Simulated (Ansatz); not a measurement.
`FC[SiH](F)CCl` + `C#C` → `C#C[SiH](F)CF` + `CCl` at 298.15 K and 1 bar (formal exchange of groups at the Si–C bond).

Isolated molecules relaxed with PBE0-D4/def2-TZVP in Ansatz; ΔE leaves out vibrations. CBS: MP2 limit from def2 TZ/QZ plus the TZ coupled-cluster correction, frozen cores. This one scheme is used for every species. One conformer a species, not always the lowest.

```csv
species,CCSD(T)/CBS energy (Eh),H − E (kJ/mol),S (J/(mol·K))
`FC[SiH](F)CCl`,-1027.61827,208.2,377.5
`C#C`,-77.22717,80.8,200.2
`C#C[SiH](F)CF`,-605.22886,182.7,361.0
`CCl`,-499.63220,109.7,234.1
```

H − E and S are ideal-gas, rigid-rotor, harmonic terms from PBE0-D4/def2-TZVP, for one conformer and one mirror image of each species. 1 Eh = 2625.50 kJ/mol, R = 8.31446 J/(mol·K).

Task: By hand: ΔE, ΔH, ΔS and ΔG.

Result: ΔE = (-605.22886) + (-499.63220) − (-1027.61827) − (-77.22717) = -0.01562 Eh = -41.0 kJ/mol. Δ(H − E) = 182.7 + 109.7 − 208.2 − 80.8 = 3.4, so ΔH = -37.6 kJ/mol. ΔS = 361.0 + 234.1 − 377.5 − 200.2 = 17.4 J/(mol·K). ΔG = -37.6 − 298.15 × (17.4)/1000 = -42.8 kJ/mol.

Task: By hand: the equilibrium constant, and the temperature at which ΔG would vanish if ΔH and ΔS stayed fixed.

Result: log₁₀ K = −ΔG/(RT ln 10) = 7.5. ΔH and −TΔS have one sign here, so there is no such temperature.

ΔH outweighs TΔS. A doubt of 5 kJ/mol in ΔE shifts log₁₀ K by 0.9 here. Other conformers and mirror images would add mixing entropy, several J/(mol·K) or more a flexible species. Modes under 60 cm⁻¹, often nearly free rotors, make the harmonic entropy too high. These are equilibria of isolated gas molecules and say nothing of rates. Largest T1 diagnostic: 0.013 (customary marks: 0.02 for closed shells, 0.045 for open ones).
